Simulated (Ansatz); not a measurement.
[GeH3]- (GeH3⁻). The state is a singlet with charge -1. Geometry r2SCAN-D4/def2-TZVPD; atoms count from 1.

Cartesian coordinates in Å:
```
Ge 0.626 -0.236 -0.062
H -0.474 -0.296 -1.237
H 0.277 1.302 0.266
H -0.429 -0.770 1.033
```

The highest occupied level of the charge -1 singlet lies above zero (up to 0.03 eV). By energy differences its removal costs 2.09 eV (vertical, to the charge 0 doublet, at PBE0-D4/def2-TZVPD); a positive level beside a positive removal energy at the same level points to self-interaction error.

Question: Estimate the Mulliken populations from the PBE0/def2-TZVPD orbitals of Ansatz.

Answer: 
```
atom  charge (e)
 Ge1       -1.01
  H2        0.00
  H3        0.00
  H4        0.00
```
Mulliken values and Mayer orders depend strongly on the basis. With diffuse functions, as here, like atoms can get unlike values, and bond orders can come out too low or too high.
